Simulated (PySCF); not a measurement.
iodoethane (C2H5I), singlet, at a GFN2-xTB geometry (core potentials on I); PySCF with SVWN5/def2-SVP.

PySCF was given this input:
```python
from pyscf import gto, scf, dft

mol = gto.Mole()
mol.atom = '''
    C    -2.41282299   -0.33439221   -0.19734937
    C    -1.09297230   -1.03502268   -0.42130964
    I     0.58937418    0.22523880    0.10213485
    H    -2.53635536   -0.05580000    0.84720779
    H    -3.22617604   -1.00502504   -0.47345954
    H    -2.48722794    0.56497300   -0.80528000
    H    -1.00085071   -1.92477394    0.19601841
    H    -0.95144947   -1.30054098   -1.46567976
'''
mol.basis = 'def2-svp'
mol.ecp = {'I': 'def2-svp'}
mol.verbose = 4
mol.symmetry = True
mol.build()

mf = dft.RKS(mol)
mf.xc = 'lda,vwn'
mf.irrep_nelec = {"A'": 28, 'A"': 14}
mf.kernel()
mf.analyze()
```

What the program printed (banner, timings and long lists left out):

```
PySCF version 2.14.0

[INPUT] verbose = 4
[INPUT] num. atoms = 8
[INPUT] num. electrons = 42
[INPUT] charge = 0
[INPUT] spin (= nelec alpha-beta = 2S) = 0
[INPUT] symmetry True subgroup None
[INPUT] Mole.unit = angstrom
[INPUT] Symbol           X                Y                Z      unit          X                Y                Z       unit  Magmom
[...]
nuclear repulsion = 120.823966732413
point group symmetry = Cs
symmetry origin: [ 7.55890441e-09  2.69960871e-09 -2.96956963e-09]
symmetry axis x: [ 0.32807493 -0.88748258 -0.32363794]
symmetry axis y: [-0.94424198 -0.2979971  -0.14001721]
symmetry axis z: [-0.02781966 -0.35152866  0.93576368]
num. orbitals of irrep A' = 52
num. orbitals of irrep A" = 27
number of shells = 37
number of NR pGTOs = 144
number of NR cGTOs = 79
basis = def2-svp
ecp = {'I': 'def2-svp'}

******** <class 'pyscf.dft.rks_symm.SymAdaptedRKS'> ********
method = SymAdaptedRKS
initial guess = minao
damping factor = 0
level_shift factor = 0
DIIS = <class 'pyscf.scf.diis.CDIIS'>
diis_start_cycle = 1
diis_space = 8
diis_damp = 0
SCF conv_tol = 1e-09
SCF conv_tol_grad = None
SCF max_cycles = 50
direct_scf = True
direct_scf_tol = 1e-13
XC library pyscf.dft.libxc version 7.1.2
    S. Lehtola, C. Steigemann, M. J. T. Oliveira, and M. A. L. Marques,  SoftwareX 7, 1–5 (2018)
XC functionals = lda,vwn
    P. A. M. Dirac,  Math. Proc. Cambridge Philos. Soc. 26, 376 (1930)
    F. Bloch,  Z. Phys. 57, 545 (1929)
    S. H. Vosko, L. Wilk, and M. Nusair,  Can. J. Phys. 58, 1200 (1980)
radial grids:
    Treutler-Ahlrichs [JCP 102, 346 (1995); DOI:10.1063/1.469408] (M4) radial grids

becke partition: Becke, JCP 88, 2547 (1988); DOI:10.1063/1.454033
pruning grids: <function nwchem_prune>
grids dens level: 3
symmetrized grids: True
atomic radii adjust function: <function treutler_atomic_radii_adjust>
small_rho_cutoff = 0
Freeze 42 electrons in irreps ["A'", 'A"']
    0 free electrons in irreps
Set gradient conv threshold to 3.16228e-05
Initial guess from minao.
tot grids = 99240
init E= -344.807547628509
HOMO (A") = -0.491246625850513  LUMO (A') = -0.744962783948854  gap/eV = -6.90397

WARN: A' LUMO -0.744962783948854 < system HOMO -0.491246625850513

WARN: A" HOMO -0.491246625850513 > system LUMO -0.744962783948854

cycle= 1 E= -370.18771414612  delta_E= -25.4  |g|= 3.93  |ddm|= 9.43
HOMO (A") = -0.0651405931661264  LUMO (A') = -0.101172406292945  gap/eV = -0.98048

WARN: A' LUMO -0.101172406292945 < system HOMO -0.0651405931661264

WARN: A" HOMO -0.0651405931661264 > system LUMO -0.101172406292945

cycle= 2 E= -318.858310156909  delta_E= 51.3  |g|=   14  |ddm|= 25.8
HOMO (A") = 0.0493832917938621  LUMO (A') = -0.0680553847506946  gap/eV = -3.19567

WARN: A' LUMO -0.0680553847506946 < system HOMO 0.0493832917938621

WARN: A" HOMO 0.0493832917938621 > system LUMO -0.0680553847506946

cycle= 3 E= -365.502711087791  delta_E= -46.6  |g|= 3.69  |ddm|= 24.6
HOMO (A") = 0.0905394523896899  LUMO (A') = -0.144953670441854  gap/eV = -6.40809

WARN: A' LUMO -0.144953670441854 < system HOMO 0.0905394523896899

WARN: A" HOMO 0.0905394523896899 > system LUMO -0.144953670441854

cycle= 4 E= -371.228189694053  delta_E= -5.73  |g|= 2.71  |ddm|= 20.2
HOMO (A") = 0.0516509209028344  LUMO (A') = -0.335806476190033  gap/eV = -10.54325

WARN: A' LUMO -0.335806476190033 < system HOMO 0.0516509209028344

WARN: A" HOMO 0.0516509209028344 > system LUMO -0.335806476190033

cycle= 5 E= -374.44084094641  delta_E= -3.21  |g|= 1.04  |ddm|= 12.7
HOMO (A") = 0.0619228890512273  LUMO (A') = -0.272379243207112  gap/eV = -9.09682

WARN: A' LUMO -0.272379243207112 < system HOMO 0.0619228890512273

WARN: A" HOMO 0.0619228890512273 > system LUMO -0.272379243207112

cycle= 6 E= -374.061792662244  delta_E= 0.379  |g|= 1.24  |ddm|= 16.6
HOMO (A") = 0.0701886750347329  LUMO (A') = -0.322867317490742  gap/eV = -10.69560

WARN: A' LUMO -0.322867317490742 < system HOMO 0.0701886750347329

WARN: A" HOMO 0.0701886750347329 > system LUMO -0.322867317490742

[...]

cycle= 39 E= -374.844747759449  delta_E= -0.0935  |g|= 0.296  |ddm|= 1.75
HOMO (A") = 0.0695071222032606  LUMO (A') = -0.365832662375164  gap/eV = -11.84620

WARN: A' LUMO -0.365832662375164 < system HOMO 0.0695071222032606

WARN: A" HOMO 0.0695071222032606 > system LUMO -0.365832662375164

cycle= 40 E= -374.825183166914  delta_E= 0.0196  |g|= 0.408  |ddm|= 3.83
HOMO (A") = 0.0672243148320195  LUMO (A') = -0.360891646380921  gap/eV = -11.64963

WARN: A' LUMO -0.360891646380921 < system HOMO 0.0672243148320195

WARN: A" HOMO 0.0672243148320195 > system LUMO -0.360891646380921

cycle= 41 E= -374.856263495501  delta_E= -0.0311  |g|= 0.297  |ddm|= 8.81
HOMO (A") = 0.0708202770186421  LUMO (A') = -0.36427439058941  gap/eV = -11.83953

WARN: A' LUMO -0.36427439058941 < system HOMO 0.0708202770186421

WARN: A" HOMO 0.0708202770186421 > system LUMO -0.36427439058941

cycle= 42 E= -374.876374341313  delta_E= -0.0201  |g|= 0.228  |ddm|= 3.65
HOMO (A") = 0.0743848145697985  LUMO (A') = -0.363877191035028  gap/eV = -11.92572

WARN: A' LUMO -0.363877191035028 < system HOMO 0.0743848145697985

WARN: A" HOMO 0.0743848145697985 > system LUMO -0.363877191035028

cycle= 43 E= -374.901802322546  delta_E= -0.0254  |g|= 0.116  |ddm|= 1.63
HOMO (A") = 0.0721712115949034  LUMO (A') = -0.369660645626023  gap/eV = -12.02286

WARN: A' LUMO -0.369660645626023 < system HOMO 0.0721712115949034

WARN: A" HOMO 0.0721712115949034 > system LUMO -0.369660645626023

cycle= 44 E= -374.884632059529  delta_E= 0.0172  |g|= 0.214  |ddm|= 0.915
HOMO (A") = 0.0724636482272478  LUMO (A') = -0.368822218843901  gap/eV = -12.00800

WARN: A' LUMO -0.368822218843901 < system HOMO 0.0724636482272478

WARN: A" HOMO 0.0724636482272478 > system LUMO -0.368822218843901

cycle= 45 E= -374.873777605468  delta_E= 0.0109  |g|= 0.246  |ddm|= 0.183
HOMO (A") = 0.0723994442010101  LUMO (A') = -0.368917614552655  gap/eV = -12.00885

WARN: A' LUMO -0.368917614552655 < system HOMO 0.0723994442010101

WARN: A" HOMO 0.0723994442010101 > system LUMO -0.368917614552655

cycle= 46 E= -374.87979725562  delta_E= -0.00602  |g|= 0.227  |ddm|= 0.0742
HOMO (A") = 0.0719609254479874  LUMO (A') = -0.369639496520143  gap/eV = -12.01656

WARN: A' LUMO -0.369639496520143 < system HOMO 0.0719609254479874

WARN: A" HOMO 0.0719609254479874 > system LUMO -0.369639496520143

cycle= 47 E= -374.848147276305  delta_E= 0.0316  |g|= 0.317  |ddm|= 0.542
HOMO (A") = 0.0719870607581319  LUMO (A') = -0.365196824086825  gap/eV = -11.89638

WARN: A' LUMO -0.365196824086825 < system HOMO 0.0719870607581319

WARN: A" HOMO 0.0719870607581319 > system LUMO -0.365196824086825

cycle= 48 E= -374.697324103688  delta_E= 0.151  |g|= 0.583  |ddm|= 1.86
HOMO (A") = 0.0712139119307871  LUMO (A') = -0.369594449417533  gap/eV = -11.99501

WARN: A' LUMO -0.369594449417533 < system HOMO 0.0712139119307871

WARN: A" HOMO 0.0712139119307871 > system LUMO -0.369594449417533

cycle= 49 E= -374.746186486907  delta_E= -0.0489  |g|= 0.498  |ddm|= 0.439
HOMO (A") = 0.0708147267908812  LUMO (A') = -0.369751016069773  gap/eV = -11.98840

WARN: A' LUMO -0.369751016069773 < system HOMO 0.0708147267908812

WARN: A" HOMO 0.0708147267908812 > system LUMO -0.369751016069773

cycle= 50 E= -374.875649051601  delta_E= -0.129  |g|= 0.223  |ddm|= 2.85
SCF not converged.
SCF energy = -374.875649051601
**** SCF Summaries ****
Total Energy =                        -374.875649051601499
Nuclear Repulsion Energy =             120.823966732413012
One-electron Energy =                 -857.091213392475993
Two-electron Energy =                  361.391597608461495
Two-electron Coulomb Energy =          394.904580808407502
DFT Exchange-Correlation Energy =      -33.512983199946028
HOMO-LUMO gap [eV] =                   -11.988404496169332
Wave-function symmetry = A'
occupancy for each irrep:     A'   A"
                              14    7
**** MO energy ****
[...]
Dipole moment(X, Y, Z, Debye): 11.03280,  2.40858,  1.23280
```

Convergence was not reached.
